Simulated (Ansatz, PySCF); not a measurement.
Si(F)2(H)(NHMe) (CH5F2NSi), SMILES CN[SiH](F)F.

The structure is a stationary point at PBE0-D3(BJ)/def2-SVP. The structure was generated by enumeration, and PubChem lists no compound with its InChIKey, so it may never have been made. Other conformers were not sampled.

Vertical ionisation energy (IE) and electron affinity (EA) in eV. Rows of orbital energies are one-electron estimates. Where ΔSCF, EOM or ADC give a negative EA the extra electron is unbound and the value depends on the basis.

| level | IE | EA |
|---|---|---|
| −ε(HOMO), −ε(LUMO), CAM-B3LYP/def2-TZVP (PySCF) | [?] | [?] |
| −ε(HOMO), −ε(LUMO), PBE/def2-TZVP (PySCF) | 6.12 | 0.14 |
| ΔSCF, PBE0/def2-SVPD (Ansatz), final states of multiplicity 2 and 2 | 9.92 | -1.70 |
| ΔSCF, PBE/def2-SVPD (Ansatz), final states of multiplicity 2 and 2 | 9.77 | -1.53 |

Problem. Complete the blanks. (The exact figures need the calculation; the answer reports its results.)

Solution. 
- −ε(HOMO), −ε(LUMO), CAM-B3LYP/def2-TZVP (PySCF), IE: 9.00
- −ε(HOMO), −ε(LUMO), CAM-B3LYP/def2-TZVP (PySCF), EA: -1.56

Problem. What vertical singlet–triplet gap does ΔSCF give with PBE0/def2-SVPD (Ansatz, a program for electronic structure) and with PBE/def2-SVPD (Ansatz)? (Estimate from the structure and the level; the computed values follow.)

Solution. 6.35 and 6.08 eV (triplet above singlet where positive).
